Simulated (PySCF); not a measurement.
## Radial density of Cd²²⁺ (cadmium, charge +22)

B2PLYP, [Ar] 3d8, high-spin 3F determinant. All numbers are calculated (PySCF 2.14, scalar relativity by spin-free X2C-1e, in an uncontracted even-tempered set (19 s from 2.5 bohr⁻², ratio 2.5; 13 p from 3.2 bohr⁻², ratio 2.5; 8 d from 3.2 bohr⁻², ratio 2.5; 4 f from 15 bohr⁻², ratio 2.7; 3 g from 23 bohr⁻², ratio 2.7)).

| r (bohr) | 4πr²ρ (e/bohr) | 4πr²(ρα − ρβ) |
| --- | --- | --- |
| 0.0229 | 61.51 | 0.0002 |
| 0.0385 | 52.79 | 0.0207 |
| 0.0648 | 64.71 | 0.2362 |
| 0.109 | 73.93 | 1.5842 |
| 0.183 | 47.61 | 5.2647 |
| 0.308 | 54.27 | 6.1930 |
| 0.519 | 14.51 | 1.4580 |
| 0.872 | 0.2032 | 0.0240 |
| 1.47 | 0.0001089 | 0.0000 |

Densities and radii are taken from the X2C orbitals without a picture-change correction, which distorts them close to the nucleus.

Spin-orbit coupling, absent here, splits the open shell strongly.
